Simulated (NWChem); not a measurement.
System: C₂H₆BO₂ cation

NWChem input:

```
start job
memory heap 200 mb stack 700 mb global 900 mb
charge 1
geometry units angstroms noautosym nocenter noautoz
  C      0.042595     2.627479     0.054401
  O     -0.151537     1.234243    -0.218370
  B     -0.002004    -0.000315    -0.184110
  O      0.146208    -1.234878    -0.227096
  C     -0.039044    -2.627678     0.054402
  H     -0.119804     2.791387     1.125984
  H      1.064594     2.892605    -0.240284
  H     -0.693172     3.176380    -0.542980
  H      0.495218    -3.185260    -0.722285
  H      0.384198    -2.831650     1.044726
  H     -1.113318    -2.843870     0.026360
end
basis spherical
  * library def2-svp
end
dft
  xc pbe0
  iterations 150
end
property
  efieldgrad
end
task dft property
```

Parts of the log:

```
             Northwest Computational Chemistry Package (NWChem) 7.3.0
             --------------------------------------------------------

                             Geometry "geometry" -> ""
                             -------------------------

 Output coordinates in angstroms (scale by  1.889725989 to convert to a.u.)

  No.       Tag          Charge          X              Y              Z
 ---- ---------------- ---------- -------------- -------------- --------------
    1 C                    6.0000     0.04259500     2.62747900     0.05440100
    2 O                    8.0000    -0.15153700     1.23424300    -0.21837000
    3 B                    5.0000    -0.00200400    -0.00031500    -0.18411000
    4 O                    8.0000     0.14620800    -1.23487800    -0.22709600
    5 C                    6.0000    -0.03904400    -2.62767800     0.05440200
    6 H                    1.0000    -0.11980400     2.79138700     1.12598400
    7 H                    1.0000     1.06459400     2.89260500    -0.24028400
    8 H                    1.0000    -0.69317200     3.17638000    -0.54298000
    9 H                    1.0000     0.49521800    -3.18526000    -0.72228500
   10 H                    1.0000     0.38419800    -2.83165000     1.04472600
   11 H                    1.0000    -1.11331800    -2.84387000     0.02636000

 Effective nuclear repulsion energy (a.u.)     158.4516837467

                              NWChem Property Module
                              ----------------------

  itol2e modified to match energy
  convergence criterion.

                                 NWChem DFT Module
                                 -----------------

 Summary of "ao basis" -> "ao basis" (spherical)
 ------------------------------------------------------------------------------
       Tag                 Description            Shells   Functions and Types
 ---------------- ------------------------------  ------  ---------------------
 C                          def2-svp                 6       14   3s2p1d
 O                          def2-svp                 6       14   3s2p1d
 B                          def2-svp                 6       14   3s2p1d
 H                          def2-svp                 3        5   2s1p

  itol2e modified to match energy
  convergence criterion.

            General Information
            -------------------
          SCF calculation type: DFT
          Wavefunction type:  closed shell.
          No. of atoms     :    11
          No. of electrons :    38
           Alpha electrons :    19
            Beta electrons :    19
          Charge           :     1
          Spin multiplicity:     1
          Use of symmetry is: off; symmetry adaption is: off
          Maximum number of iterations: 150
          AO basis - number of functions:   100
                     number of shells:    48
          Convergence on energy requested:  1.00D-07
          Convergence on density requested:  1.00D-05
          Convergence on gradient requested:  5.00D-04

              XC Information
              --------------
                         PBE0 Method XC Functional
                     Hartree-Fock (Exact) Exchange  0.250
          PerdewBurkeErnzerhof Exchange Functional  0.750
            Perdew 1991 LDA Correlation Functional  1.000 local
           PerdewBurkeErnz. Correlation Functional  1.000 non-local

             Grid Information
             ----------------
          Grid used for XC integration:  fine
          Radial quadrature: Mura-Knowles
          Angular quadrature: Lebedev.
          Tag              B.-S. Rad. Rad. Pts. Rad. Cut. Ang. Pts.
          ---              ---------- --------- --------- ---------
          C                   0.70       70          14.0       590
          O                   0.60       70          12.0       590
          B                   0.85       70          10.0       590
          H                   0.35       60          14.0       590
          Grid pruning is: on
          Number of quadrature shells:   710
          Spatial weights used:  Erf1

      Superposition of Atomic Density Guess
      -------------------------------------

 Sum of atomic energies:        -252.13159751

 Renormalizing density from      39.00 to     38

      Non-variational initial energy
      ------------------------------

 Total energy =    -250.230549
 1-e energy   =    -638.732512
 2-e energy   =     230.050279
 HOMO         =      -0.684963
 LUMO         =      -0.267045

   convergence    iter        energy       DeltaE   RMS-Dens  Diis-err
 ---------------- ----- ----------------- --------- --------- ---------
 d= 0,ls=0.0,diis     1   -254.2680431945 -4.13D+02  1.31D-02  1.56D+00
 d= 0,ls=0.0,diis     2   -254.1320350367  1.36D-01  7.78D-03  3.16D+00
 d= 0,ls=0.0,diis     3   -254.4205284144 -2.88D-01  5.88D-04  9.54D-03
 d= 0,ls=0.0,diis     4   -254.4215253742 -9.97D-04  1.80D-04  4.59D-04
 d= 0,ls=0.0,diis     5   -254.4215763269 -5.10D-05  3.31D-05  2.98D-05
  Resetting Diis
 d= 0,ls=0.0,diis     6   -254.4215793722 -3.05D-06  8.79D-06  1.92D-06
 d= 0,ls=0.0,diis     7   -254.4215795999 -2.28D-07  2.99D-06  5.77D-08
 d= 0,ls=0.0,diis     8   -254.4215795987  1.17D-09  1.39D-06  7.52D-08

         Total DFT energy =     -254.421579598690
      One electron energy =     -651.039132598481
           Coulomb energy =      271.934128881303
    Exchange-Corr. energy =      -33.768259628197
 Nuclear repulsion energy =      158.451683746685

 Numeric. integr. density =       37.999999946472

                       DFT Final Molecular Orbital Analysis
                       ------------------------------------

 Vector   17  Occ=2.000000D+00  E=-5.872305D-01
              MO Center=  3.1D-03,  3.9D-02,  1.1D-01, r^2= 7.0D+00
   Bfn.  Coefficient  Atom+Function         Bfn.  Coefficient  Atom+Function
  ----- ------------  ---------------      ----- ------------  ---------------
     6      0.276708   1 C  pz               62      0.275351   5 C  pz
    91      0.222145  10 H  s                34      0.218640   3 B  pz
    71      0.218882   6 H  s                20     -0.204167   2 O  pz
    48     -0.199974   4 O  pz               81     -0.186843   8 H  s
    86     -0.169387   9 H  s                23     -0.131736   2 O  pz

[...]

          -----------------------
          Electric field gradient
          -----------------------

 1 a.u. = 0.324123 10**(16) esu/cm**3  ( or statvolts/cm**2 ) = 0.97174 10**(22) v/m**2

 ------------------------------------------------------------
   Atom      X         Y         Z
 ------------------------------------------------------------
    1 C    0.08049   4.96522   0.10280
 ------------------------------------------------------------

 Electric field gradient in molecular frame (a.u.)
         XX             YY             ZZ             XY             XZ             YZ
 ------------------------------------------------------------------------------------------
        0.326690      -0.631594       0.304904      -0.138634      -0.020161      -0.192112

 Principal components (a.u.) and orientation
 of principal axis w.r.t. absolute frame                      Asymmetry parameter eta
 --------------------------------------------------------------------------------------
       -0.688751       0.351526       0.337225                       0.020764

        0.136505       0.774685      -0.617438
        0.972108      -0.224742      -0.067062
        0.190716       0.591062       0.783756

 ------------------------------------------------------------
   Atom      X         Y         Z
 ------------------------------------------------------------
    2 O   -0.28636   2.33238  -0.41266
 ------------------------------------------------------------

 Electric field gradient in molecular frame (a.u.)
         XX             YY             ZZ             XY             XZ             YZ
 ------------------------------------------------------------------------------------------
        0.706094      -1.399012       0.692919      -0.095163      -0.024067      -0.235476

 Principal components (a.u.) and orientation
 of principal axis w.r.t. absolute frame                      Asymmetry parameter eta
 --------------------------------------------------------------------------------------
       -1.429618       0.728870       0.700748                       0.019671

        0.045485      -0.588908       0.806919
        0.992817      -0.062829      -0.101818
        0.110660       0.805754       0.581820

 ------------------------------------------------------------
   Atom      X         Y         Z
 ------------------------------------------------------------
    3 B   -0.00379  -0.00060  -0.34792
 ------------------------------------------------------------

 Electric field gradient in molecular frame (a.u.)
         XX             YY             ZZ             XY             XZ             YZ
 ------------------------------------------------------------------------------------------
       -0.144441       0.281481      -0.137040      -0.001213       0.000378       0.000180

 Principal components (a.u.) and orientation
 of principal axis w.r.t. absolute frame                      Asymmetry parameter eta
 --------------------------------------------------------------------------------------
        0.281484      -0.144464      -0.137021                       0.026441

       -0.002847       0.998696       0.050975
        0.999996       0.002865      -0.000283
        0.000428      -0.050974       0.998700

 ------------------------------------------------------------
   Atom      X         Y         Z
 ------------------------------------------------------------
    4 O    0.27629  -2.33358  -0.42915
 ------------------------------------------------------------

 Electric field gradient in molecular frame (a.u.)
         XX             YY             ZZ             XY             XZ             YZ
 ------------------------------------------------------------------------------------------
        0.712070      -1.398883       0.686813      -0.088014       0.024226       0.237796

 Principal components (a.u.) and orientation
 of principal axis w.r.t. absolute frame                      Asymmetry parameter eta
 --------------------------------------------------------------------------------------
       -1.429449       0.728987       0.700462                       0.019955

        0.042071       0.734242      -0.677583
        0.992813       0.045328       0.110762
       -0.112040       0.677373       0.727058

 ------------------------------------------------------------
   Atom      X         Y         Z
 ------------------------------------------------------------
    5 C   -0.07378  -4.96559   0.10280
 ------------------------------------------------------------

 Electric field gradient in molecular frame (a.u.)
         XX             YY             ZZ             XY             XZ             YZ
 ------------------------------------------------------------------------------------------
        0.323866      -0.630699       0.306833      -0.131251       0.020160       0.199126

 Principal components (a.u.) and orientation
 of principal axis w.r.t. absolute frame                      Asymmetry parameter eta
 --------------------------------------------------------------------------------------
       -0.688615       0.351381       0.337233                       0.020545

        0.129895      -0.527817       0.839366
        0.971757       0.235976      -0.001995
       -0.197018       0.815919       0.543562

 ------------------------------------------------------------
   Atom      X         Y         Z
 ------------------------------------------------------------
    6 H   -0.22640   5.27496   2.12780
 ------------------------------------------------------------

 Electric field gradient in molecular frame (a.u.)
         XX             YY             ZZ             XY             XZ             YZ
 ------------------------------------------------------------------------------------------
        0.150386       0.119565      -0.269951       0.004105       0.065553      -0.060418

 Principal components (a.u.) and orientation
 of principal axis w.r.t. absolute frame                      Asymmetry parameter eta
 --------------------------------------------------------------------------------------
       -0.288855       0.161134       0.127721                       0.115677

       -0.147356       0.974180       0.171052
        0.146190      -0.149589       0.977881
        0.978220       0.169103      -0.120372

 ------------------------------------------------------------
   Atom      X         Y         Z
 ------------------------------------------------------------
    7 H    2.01179   5.46623  -0.45407
 ------------------------------------------------------------

 Electric field gradient in molecular frame (a.u.)
         XX             YY             ZZ             XY             XZ             YZ
 ------------------------------------------------------------------------------------------
       -0.231570       0.105311       0.126260      -0.094995       0.113993       0.020338

 Principal components (a.u.) and orientation
 of principal axis w.r.t. absolute frame                      Asymmetry parameter eta
 --------------------------------------------------------------------------------------
       -0.288636       0.160971       0.127665                       0.115392

        0.933292       0.318434      -0.166030
        0.238893      -0.205316       0.949092
       -0.268134       0.925443       0.267691

 ------------------------------------------------------------
   Atom      X         Y         Z
 ------------------------------------------------------------
    8 H   -1.30991   6.00249  -1.02608
 ------------------------------------------------------------

 Electric field gradient in molecular frame (a.u.)
         XX             YY             ZZ             XY             XZ             YZ
 ------------------------------------------------------------------------------------------
       -0.046096       0.023308       0.022789       0.142329      -0.168474       0.113225

 Principal components (a.u.) and orientation
 of principal axis w.r.t. absolute frame                      Asymmetry parameter eta
 --------------------------------------------------------------------------------------
       -0.289383       0.160432       0.128951                       0.108789

        0.671277      -0.653868       0.349061
       -0.502758      -0.055635       0.862635
        0.544629       0.754561       0.366084

 ------------------------------------------------------------
   Atom      X         Y         Z
 ------------------------------------------------------------
    9 H    0.93583  -6.01927  -1.36492
 ------------------------------------------------------------

 Electric field gradient in molecular frame (a.u.)
         XX             YY             ZZ             XY             XZ             YZ
 ------------------------------------------------------------------------------------------
        0.051126       0.019852      -0.070978       0.104222       0.159018      -0.151211

 Principal components (a.u.) and orientation
 of principal axis w.r.t. absolute frame                      Asymmetry parameter eta
 --------------------------------------------------------------------------------------
       -0.289341       0.160411       0.128931                       0.108800

       -0.487195       0.825965       0.283588
        0.510673       0.006032       0.859754
        0.708416       0.563689      -0.424737

[...]
```

Level: PBE0/def2-SVP. Geometry: optimised at PBE0/def2-SVP. NWChem prints the field gradient with the sign opposite to the second derivative of the potential.
